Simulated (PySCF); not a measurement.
A structure optimised at PBE0-D3(BJ)/def2-SVP, used in a PySCF frequency run:

```
Si
H 1 1.4947
Si 1 2.3353 2 113.86
H 3 1.4950 1 111.56 2 -58.86
H 3 1.4951 4 108.79 1 -122.96
H 3 1.4958 4 108.88 5 -118.45
Si 1 2.3441 2 112.96 3 -127.66
H 7 1.4964 1 115.64 2 -1.62
H 7 1.4971 8 108.14 1 -130.32
C 7 1.9373 8 109.78 9 -118.95
N 10 1.2703 7 124.49 8 -119.82
H 10 1.1109 11 117.57 7 179.99
Si 11 1.7749 10 122.91 12 179.99
H 13 1.4924 11 108.30 10 120.13
H 13 1.4928 14 108.88 11 -116.96
```
Charge 0, spin multiplicity 1.

**Question.** Write its SMILES and formula.

**Answer.** [SiH3][Si@H]1[SiH2]C=N[SiH2]1, CH9NSi4

**Question.** What are its rotational constants (standard atomic weights)?

**Answer.** 2.0497, 1.0892, 0.82725 GHz
